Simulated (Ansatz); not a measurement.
The same substitution along the group O, S, Se.

Isolated molecules relaxed with PBE0-D4/def2-TZVP in Ansatz; ΔE leaves out vibrations. CCSD(T)/CBS adds triple-zeta CCSD(T) − MP2 to the extrapolated MP2 energy (def2 sets, frozen cores). This one scheme is used for every species. DFT in def2-TZVPP. B3LYP here is the variant with VWN-RPA as its local correlation; programs differ in this. For Ge, Se outer-core shells are correlated without core-valence functions, which leaves a few kJ/mol of doubt a bond. Scalar relativity is left out up to krypton. One conformer a species, not always the lowest.

| reaction | B3LYP-D4 (kcal/mol) | ωB97M-V (kcal/mol) | B2PLYP (kcal/mol) | MP2/CBS(def2) (kcal/mol) | CCSD(T)/CBS(def2) (kcal/mol) |
| --- | --- | --- | --- | --- | --- |
| `C=[C](O)[GeH3]` + H–F → `C=C(O)F` + GeH₄ | 4.5 | 4.2 | 5.0 | 11.9 | 9.5 |
| `C=[C](S)[GeH3]` + H–F → `C=C(F)S` + GeH₄ | 13.4 | 13.5 | 14.1 | 22.3 | 18.9 |
| `C=[C]([GeH3])[SeH]` + H–F → `C=C(F)[SeH]` + GeH₄ | 13.3 | 13.3 | 14.1 | 22.5 | 18.9 |

Largest T1 diagnostic: 0.012, for `C=[C](O)[GeH3]`.
